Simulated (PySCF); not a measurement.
PySCF input (HF/def2-TZVPD):

```python
from pyscf import gto, scf, dft

mol = gto.M(
    atom='''
    C    -2.25443518   -0.24941278   -0.10190078
    C    -0.89118174   -0.22730850    0.09944638
    C    -0.06478935   -0.93985510    1.00955811
    C     1.30729088   -0.64122786    0.91218248
    C     1.64589286    0.28581997   -0.03821199
    S     0.18564864    0.82814991   -0.86831783
    H    -2.87857442   -0.89863863    0.49970303
    H    -2.73536334    0.36592528   -0.84938252
    H    -0.47911109   -1.65090964    1.71296294
    H     2.05275261   -1.11217560    1.54664688
    H     2.61325314    0.67730567   -0.30329017
    ''',
    basis='def2-tzvpd',
    charge=-1,
    spin=0,
    verbose=4,
)

mf = scf.RHF(mol).density_fit(auxbasis='def2-universal-jkfit')
mf.conv_tol = 1e-9
mf.max_cycle = 100
mf.max_memory = 1500
mf.kernel()
if not mf.converged:
    mf = mf.newton()
    mf.kernel(mf.make_rdm1())
mf.analyze()
```

Output:

```
PySCF version 2.14.0

[INPUT] verbose = 4
[INPUT] num. atoms = 11
[INPUT] num. electrons = 52
[INPUT] charge = -1
[INPUT] spin (= nelec alpha-beta = 2S) = 0
[INPUT] symmetry False subgroup None
[INPUT] Mole.unit = angstrom
[INPUT] Symbol           X                Y                Z      unit          X                Y                Z       unit  Magmom
[INPUT]  1 C     -2.254435180000  -0.249412780000  -0.101900780000 AA   -4.260265055785  -0.471321846166  -0.192564566080 Bohr   0.0
[INPUT]  2 C     -0.891181740000  -0.227308500000   0.099446380000 AA   -1.684089415813  -0.429550810786   0.187926422279 Bohr   0.0
[INPUT]  3 C     -0.064789350000  -0.939855100000   1.009558110000 AA   -0.122434127289  -1.776068735776   1.907788334734 Bohr   0.0
[INPUT]  4 C      1.307290880000  -0.641227860000   0.912182480000 AA    2.470421728342  -1.211745038841   1.723775062827 Bohr   0.0
[INPUT]  5 C      1.645892860000   0.285819970000  -0.038211990000 AA    3.110286735777   0.540121464231  -0.072210195775 Bohr   0.0
[INPUT]  6 S      0.185648640000   0.828149910000  -0.868317830000 AA    0.350825084998   1.564976519983  -1.640882887777 Bohr   0.0
[INPUT]  7 H     -2.878574420000  -0.898638630000   0.499703030000 AA   -5.439717282979  -1.698180895654   0.944301870315 Bohr   0.0
[INPUT]  8 H     -2.735363340000   0.365925280000  -0.849382520000 AA   -5.169087563776   0.691498561255  -1.605100337793 Bohr   0.0
[INPUT]  9 H     -0.479111090000  -1.650909640000   1.712962940000 AA   -0.905388743342  -3.119767076004   3.237030818130 Bohr   0.0
[INPUT] 10 H      2.052752610000  -1.112175600000   1.546646880000 AA    3.879140234386  -2.101707286424   2.922739014613 Bohr   0.0
[INPUT] 11 H      2.613253140000   0.677305670000  -0.303290170000 AA    4.938332728760   1.279922218915  -0.573135357573 Bohr   0.0

nuclear repulsion = 260.905321979624
number of shells = 106
number of NR pGTOs = 387
number of NR cGTOs = 276
basis = def2-tzvpd
ecp = {}

******** <class 'pyscf.df.df_jk.DFRHF'> ********
method = DFRHF
initial guess = minao
damping factor = 0
level_shift factor = 0
DIIS = <class 'pyscf.scf.diis.CDIIS'>
diis_start_cycle = 1
diis_space = 8
diis_damp = 0
SCF conv_tol = 1e-09
SCF conv_tol_grad = None
SCF max_cycles = 100
direct_scf = False
Set gradient conv threshold to 3.16228e-05
Initial guess from minao.
******** <class 'pyscf.df.df.DF'> ********
auxbasis = def2-universal-jkfit
init E= -591.248891892427
  HOMO = -0.0966407555877211  LUMO = 0.0501299009154771  gap/eV = 3.99383
cycle= 1 E= -589.718039568202  delta_E= 1.53  |g|= 0.426  |ddm|= 4.44
  HOMO = -0.00375408004222777  LUMO = 0.161672912067614  gap/eV = 4.50150
cycle= 2 E= -589.784048321919  delta_E= -0.066  |g|= 0.153  |ddm|= 1.86
  HOMO = -0.031469937795702  LUMO = 0.162465664906853  gap/eV = 5.27726
cycle= 3 E= -589.791664234217  delta_E= -0.00762  |g|= 0.0712  |ddm|= 0.421
  HOMO = -0.0282453220682619  LUMO = 0.161114000361433  gap/eV = 5.15273
cycle= 4 E= -589.793613164159  delta_E= -0.00195  |g|= 0.0224  |ddm|= 0.183
  HOMO = -0.0276992220786738  LUMO = 0.161819184745551  gap/eV = 5.15706
cycle= 5 E= -589.79383695277  delta_E= -0.000224  |g|= 0.00789  |ddm|= 0.0556
  HOMO = -0.0281021851911056  LUMO = 0.161825965261737  gap/eV = 5.16821
cycle= 6 E= -589.793901024696  delta_E= -6.41e-05  |g|= 0.00361  |ddm|= 0.0369
  HOMO = -0.0284880376479357  LUMO = 0.161845738579719  gap/eV = 5.17925
[...]
cycle= 13 E= -589.793918648454  delta_E= -2.1e-10  |g|= 6.26e-06  |ddm|= 9.41e-05
  HOMO = -0.0285181026424368  LUMO = 0.16191529606863  gap/eV = 5.18196
Extra cycle  E= -589.793918648478  delta_E= -2.38e-11  |g|= 3.66e-06  |ddm|= 2.6e-05
converged SCF energy = -589.793918648478
**** SCF Summaries ****
Total Energy =                        -589.793918648477529
Nuclear Repulsion Energy =             260.905321979624205
One-electron Energy =                -1336.508298937220843
Two-electron Energy =                  485.809058309119166
Two-electron Coulomb Energy =          538.748496830366435
DFT Exchange-Correlation Energy =      -52.939438521247268
HOMO-LUMO gap [eV] =                     5.181956723427420
**** MO energy ****
MO #1   energy= -91.779859758044   occ= 2
MO #2   energy= -11.0930476341374  occ= 2
MO #3   energy= -11.0671527468803  occ= 2
MO #4   energy= -11.050635096603   occ= 2
MO #5   energy= -11.0122780190889  occ= 2
MO #6   energy= -10.9991431958496  occ= 2
MO #7   energy= -8.7835662230429   occ= 2
MO #8   energy= -6.46505573224889  occ= 2
MO #9   energy= -6.46472825863899  occ= 2
MO #10  energy= -6.46395909224732  occ= 2
MO #11  energy= -0.962874581236399 occ= 2
MO #12  energy= -0.829661340281994 occ= 2
MO #13  energy= -0.779802601125908 occ= 2
MO #14  energy= -0.695791709670274 occ= 2
MO #15  energy= -0.56716607423364  occ= 2
MO #16  energy= -0.523424710095142 occ= 2
MO #17  energy= -0.484650559568689 occ= 2
MO #18  energy= -0.398531025713739 occ= 2
MO #19  energy= -0.374917945441745 occ= 2
MO #20  energy= -0.357098772763493 occ= 2
MO #21  energy= -0.331116954155554 occ= 2
MO #22  energy= -0.302092018693727 occ= 2
MO #23  energy= -0.267018634303348 occ= 2
MO #24  energy= -0.193346195372811 occ= 2
MO #25  energy= -0.169659384394033 occ= 2
MO #26  energy= -0.0285181026424368 occ= 2
MO #27  energy= 0.16191529606863   occ= 0
MO #28  energy= 0.180474661286265  occ= 0
MO #29  energy= 0.199050034053248  occ= 0
MO #30  energy= 0.212562626498034  occ= 0
MO #31  energy= 0.217151922426867  occ= 0
MO #32  energy= 0.22573225136671   occ= 0
MO #33  energy= 0.253697748896921  occ= 0
MO #34  energy= 0.273192118395867  occ= 0
MO #35  energy= 0.295247198472194  occ= 0
MO #36  energy= 0.301398840781671  occ= 0
MO #37  energy= 0.320769947610599  occ= 0
MO #38  energy= 0.325502726357104  occ= 0
MO #39  energy= 0.335407570080555  occ= 0
MO #40  energy= 0.346096962284186  occ= 0
MO #41  energy= 0.351055783452685  occ= 0
MO #42  energy= 0.357043171634668  occ= 0
MO #43  energy= 0.366823363843955  occ= 0
MO #44  energy= 0.381267392357216  occ= 0
MO #45  energy= 0.384275563838295  occ= 0
MO #46  energy= 0.399057557224311  occ= 0
MO #47  energy= 0.403811123745909  occ= 0
MO #48  energy= 0.407423407955645  occ= 0
MO #49  energy= 0.43086742187452   occ= 0
MO #50  energy= 0.433077329346069  occ= 0
MO #51  energy= 0.439285264695029  occ= 0
MO #52  energy= 0.446296224283654  occ= 0
MO #53  energy= 0.458245666123961  occ= 0
MO #54  energy= 0.463202812357916  occ= 0
MO #55  energy= 0.470956263437611  occ= 0
MO #56  energy= 0.482017033287187  occ= 0
MO #57  energy= 0.490313561421728  occ= 0
MO #58  energy= 0.499175647029902  occ= 0
MO #59  energy= 0.506173417739493  occ= 0
MO #60  energy= 0.512091484865905  occ= 0
MO #61  energy= 0.517929406798039  occ= 0
MO #62  energy= 0.533419344928289  occ= 0
MO #63  energy= 0.542301741009711  occ= 0
MO #64  energy= 0.545271778833815  occ= 0
MO #65  energy= 0.551696670456623  occ= 0
MO #66  energy= 0.562295058641022  occ= 0
MO #67  energy= 0.5763879896101    occ= 0
MO #68  energy= 0.584980741546649  occ= 0
MO #69  energy= 0.587831826106996  occ= 0
MO #70  energy= 0.590731966847777  occ= 0
MO #71  energy= 0.599253002738952  occ= 0
MO #72  energy= 0.60042333540845   occ= 0
MO #73  energy= 0.615414927188026  occ= 0
MO #74  energy= 0.628165994844446  occ= 0
MO #75  energy= 0.632564378564959  occ= 0
MO #76  energy= 0.645373877390598  occ= 0
MO #77  energy= 0.650400119376026  occ= 0
MO #78  energy= 0.66229380766756   occ= 0
MO #79  energy= 0.666085560584356  occ= 0
MO #80  energy= 0.670073827994832  occ= 0
MO #81  energy= 0.679519637709519  occ= 0
MO #82  energy= 0.689022508520547  occ= 0
MO #83  energy= 0.702303282228718  occ= 0
MO #84  energy= 0.702774555276166  occ= 0
MO #85  energy= 0.715575852174453  occ= 0
MO #86  energy= 0.731597814540365  occ= 0
MO #87  energy= 0.737159370515702  occ= 0
MO #88  energy= 0.740630072999301  occ= 0
MO #89  energy= 0.742753041146934  occ= 0
MO #90  energy= 0.760191134700748  occ= 0
MO #91  energy= 0.776058601883167  occ= 0
MO #92  energy= 0.798690378766759  occ= 0
MO #93  energy= 0.79894315321558   occ= 0
MO #94  energy= 0.813664500639963  occ= 0
MO #95  energy= 0.814006583616401  occ= 0
MO #96  energy= 0.851939474686683  occ= 0
MO #97  energy= 0.857527094416772  occ= 0
MO #98  energy= 0.866537181625422  occ= 0
MO #99  energy= 0.898751514132106  occ= 0
MO #100 energy= 0.908348982747505  occ= 0
MO #101 energy= 0.920493868295298  occ= 0
MO #102 energy= 0.94828850349536   occ= 0
MO #103 energy= 0.95961302234407   occ= 0
MO #104 energy= 0.965401218305653  occ= 0
MO #105 energy= 0.969426884432392  occ= 0
MO #106 energy= 0.985194530307856  occ= 0
MO #107 energy= 0.99646962318618   occ= 0
[...]
```

It need not be the lowest isomer of its formula. Whether it binds its extra electron was not tested at this geometry.
